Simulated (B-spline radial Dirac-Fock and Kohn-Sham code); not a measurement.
Re 4f5/2: cross section and angular parameters

System: the free rhenium atom, [Xe] 4f14 5d5 6s2; threshold 54.83 eV (orbital energy of the model). Method: Dirac-Hartree-Slater photoionisation with a Latter tail; cross sections with all multipoles, angular parameters from the dipole term and its interference with E2. Computed with a B-spline atomic structure program.

For linearly polarised light dσ/dΩ = σ/(4π) [1 + β P₂(cos θ) + (δ + γ cos²θ) sin θ cos φ], with θ from the polarisation vector and φ the angle between the beam and the projection of the electron momentum on the plane normal to the polarisation.

| hν (eV) | σ (kb) | β | γ | δ |
| --- | --- | --- | --- | --- |
| 80 | 357 | 1.596 | 0.001 | 0.000 |
| 160 | 2140 | 0.313 | -0.002 | 0.013 |
| 174 | 2340 | 0.286 | -0.002 | 0.014 |
| 227 | 2630 | 0.307 | -0.002 | 0.017 |
| 280 | 2430 | 0.385 | 0.000 | 0.021 |
| 287 | 2390 | 0.397 | 0.000 | 0.021 |
| 306 | 2280 | 0.427 | 0.001 | 0.022 |
| 396 | 1690 | 0.562 | 0.007 | 0.027 |
| 739 | 486 | 0.876 | 0.055 | 0.047 |
| 800 | 398 | 0.908 | 0.068 | 0.051 |
| 914 | 280 | 0.956 | 0.096 | 0.057 |
| 1000 | 218 | 0.983 | 0.119 | 0.062 |
| 1360 | 88.0 | 1.047 | 0.228 | 0.082 |
| 1620 | 50.6 | 1.063 | 0.312 | 0.095 |
| 1830 | 33.9 | 1.065 | 0.379 | 0.105 |
| 3740 | 2.65 | 0.960 | 0.869 | 0.196 |
| 4000 | 2.05 | 0.943 | 0.919 | 0.207 |
| 4110 | 1.85 | 0.935 | 0.939 | 0.212 |
| 4430 | 1.38 | 0.915 | 0.995 | 0.227 |
| 5170 | 0.753 | 0.869 | 1.109 | 0.260 |
| 6000 | ? | ? | ? | ? |
| 7160 | 0.201 | 0.770 | 1.343 | 0.346 |
| 8260 | 0.111 | 0.725 | 1.442 | 0.391 |
| 9251.7 | 0.0687 | 0.690 | 1.520 | 0.431 |
| 11200 | 0.0301 | 0.631 | 1.646 | 0.506 |
| 12000 | 0.0223 | 0.610 | 1.689 | 0.536 |
| 13400 | 0.0137 | 0.577 | 1.752 | 0.586 |
| 15000 | 0.00829 | 0.543 | 1.810 | 0.641 |

Question: Give the values at 6000 eV.

Answer: σ = 0.415 kb, β = 0.824, γ = 1.217, δ = 0.296.
